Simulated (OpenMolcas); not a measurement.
Fe4+ (d4) in a complex was computed by CASSCF with the d shell active (OpenMolcas, ANO-RCC-VTZP on the metal). Its lowest spin-free states, and all those of the highest spin:

| 2S+1 | Degeneracy | E (cm-1) |
| --- | --- | --- |
| 5 | 3 | 0.0 |
| 5 | 2 | 11664 |
| 3 | 3 | 13522 |
| 1 | 1 | 15508 |
| 3 | 3 | 16646 |
| 3 | 3 | 20907 |
| 1 | 3 | 21990 |
| 3 | 2 | 22156 |
| 3 | 3 | 22530 |
| 3 | 3 | 24716 |
| 1 | 3 | 27902 |
| 3 | 3 | 28443 |

Question: Is the site octahedral, tetrahedral or cube-like, axial, or of lower symmetry?

Answer: The states with 2S+1 = 5 have orbital degeneracies 3, 2. Threefold states need a cubic site. For d4 at this spin an octahedron puts the twofold E below the threefold T2 and a tetrahedron or cube puts the threefold T2 below the twofold E, so the site is a tetrahedron or a cube, which this pattern cannot tell apart. The first gap at this spin, 11700 cm-1, is |10Dq| in ligand-field theory. The run had Fe4+ with 4 ligands (oxide) in tetrahedral coordination (Td) at 1.76 Å. A charge of +1 e stands 2.8 Å behind each ligand. Ligand basis ANO-RCC-VDZP.

An orbital triplet at a regular site is open to Jahn-Teller coupling, which can distort the site and quench the lowest spin-orbit gaps and is left out. Without dynamic correlation the repulsion within the d shell is too large (B by tens of per cent), so at a given field states of lower spin stand too high. The least metal-like active orbital is 78 % on the metal (Löwdin) and no ligand orbital is active, so the numbers are rough. The oxide ions are held by bare point charges, a crude embedding. Ligand-to-metal charge-transfer states are missing. With no ligand orbital active B as a rule stays too high, so bands that hang on it stand too high and its fall with covalency is understated. With metal d orbitals alone and no dynamic correlation the field as a rule comes out too small, by tens of per cent, by up to half for chloride and softer ligands. The distance lies 4 % under the 1.83 Å that this model takes as the normal distance (a Shannon-type radius plus a fixed donor radius); by an R⁻⁵ law this alone changes a d-shell field by about +22 %. No measured value stands beside these numbers; the geometry was imposed, not optimised, and the real ion may take another.
